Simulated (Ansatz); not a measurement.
Consider the redistribution: `[CH3][SnH]([CH3])[SiH3]` + `CO[SiH](Br)O[SiH3]` → `[CH3][SnH]([CH3])[CH3]` + `[SiH3]O[SiH](Br)O[SiH3]`.

Program: Ansatz. Geometries: PBE0-D4/def2-TZVP. ΔE: electronic, gas phase. CCSD(T)/CBS adds triple-zeta CCSD(T) − MP2 to the extrapolated MP2 energy (def2 sets, frozen cores). DFT in def2-TZVPP. Elements past krypton have def2 core potentials. For Br, Sn outer-core shells are correlated without core-valence functions, which leaves a few kJ/mol of doubt a bond. Scalar relativity is left out up to krypton. Each species was taken in one conformer, which may not be the lowest.

```tsv
species	r2SCAN-D4 energy (Eh)
`[CH3][SnH]([CH3])[SiH3]`	-586.05491
`CO[SiH](Br)O[SiH3]`	-3346.02553
`[CH3][SnH]([CH3])[CH3]`	-334.68044
`[SiH3]O[SiH](Br)O[SiH3]`	-3597.45683
```

(1) Work out ΔE.

Largest T1 diagnostic among the species: 0.011.

Results:

(1) ΔE = (-334.68044) + (-3597.45683) − (-586.05491) − (-3346.02553) = -0.05683 Eh = -35.7 kcal/mol. CCSD(T)/CBS gives -38.7 kcal/mol.

From PBE to PBE0 (25 % exact exchange), in def2-TZVPP and without D4, ΔE moves by −2.0 kcal/mol.
